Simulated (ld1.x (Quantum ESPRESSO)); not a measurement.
Reading a pseudo-wave (rubidium (Rb))

Columns: radius, all-electron u(r) and pseudo u(r) of the 5s shell (level -2.23 eV) of rubidium in the configuration [Ar] 3d10 4s2 4p6 5s1 5p0; PBE, scalar-relativistic, RRKJ scheme, ld1.x (Quantum ESPRESSO) 7.5.

| r (bohr) | all-electron | pseudo |
| --- | --- | --- |
| 0.165 | -0.0491 | 0.0109 |
| 0.330 | 0.1071 | 0.0220 |
| 0.495 | 0.0762 | 0.0333 |
| 0.660 | -0.0409 | 0.0449 |
| 0.825 | -0.1407 | 0.0571 |
| 0.990 | -0.1923 | 0.0699 |
| 1.155 | -0.1981 | 0.0836 |
| 1.320 | -0.1696 | 0.0985 |
| 1.485 | -0.1189 | 0.1150 |
| 1.650 | -0.0563 | 0.1334 |
| 1.815 | 0.0108 | 0.1544 |
| 1.980 | 0.0774 | 0.1782 |
| 2.145 | 0.1404 | 0.2052 |
| 2.310 | 0.1982 | 0.2354 |
| 2.475 | 0.2498 | 0.2682 |
| 2.640 | 0.2951 | 0.3024 |
| 2.805 | 0.3342 | 0.3363 |
| 2.970 | 0.3674 | 0.3677 |
| 3.135 | 0.3951 | 0.3951 |
| 3.300 | 0.4178 | 0.4178 |
| 3.465 | 0.4359 | 0.4359 |
| 3.630 | 0.4499 | 0.4499 |
| 3.795 | 0.4604 | 0.4604 |
| 3.960 | 0.4678 | 0.4678 |
| 4.125 | 0.4724 | 0.4724 |
| 4.290 | 0.4746 | 0.4746 |

Question: How many radial nodes do the two functions have?

Answer: The all-electron 5s function has n − l − 1 = 4 (the table is too coarse to show those close to the nucleus); the pseudo-wave has 0, since the states of the same l below it are removed with the core.

Question: At about which radius was the pseudo-wave matched?

Answer: 3.30 bohr. The columns agree to 0.0005 from 2.97 bohr on; several derivatives are matched, so the curves merge somewhat inside the radius.

Question: Is the pseudo-wave norm-conserving?

Answer: Yes: the RRKJ scheme keeps the norm inside the radius equal to the all-electron one, which fixes the energy derivative of the logarithmic derivative at the level.
